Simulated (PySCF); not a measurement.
1,3,5-trisilacyclohexane (C3H12Si3), SMILES C1[SiH2]C[SiH2]C[SiH2]1. The structure is a stationary point at PBE0-D3(BJ)/def2-SVP. One conformer was computed; it need not be the lowest.

Question: Give the equilibrium geometry at PBE0-D3(BJ)/def2-SVP (PySCF confirms it by a frequency run) as a Z-matrix, and its point group. (An estimate is asked for; the answer gives what the named calculation found.)

Answer: Several could match; the one computed here: point group C3v.
```
C
H 1 1.1032
H 1 1.1047 2 106.77
Si 1 1.8847 2 109.59 3 -117.44
H 4 1.4978 1 109.21 2 -58.06
H 4 1.4984 5 107.82 1 -120.14
Si 1 1.8847 2 109.59 3 117.44
H 7 1.4978 1 109.21 2 58.06
H 7 1.4984 8 107.82 1 120.14
C 7 1.8847 8 109.21 9 120.14
H 10 1.1032 7 109.59 8 -58.06
H 10 1.1047 11 106.77 7 117.44
Si 10 1.8847 11 109.59 12 117.44
H 13 1.4978 10 109.21 11 58.06
H 13 1.4984 14 107.82 10 120.14
C 13 1.8847 14 109.21 15 120.14
H 16 1.1032 13 109.59 14 -58.06
H 16 1.1047 17 106.77 13 117.44
```
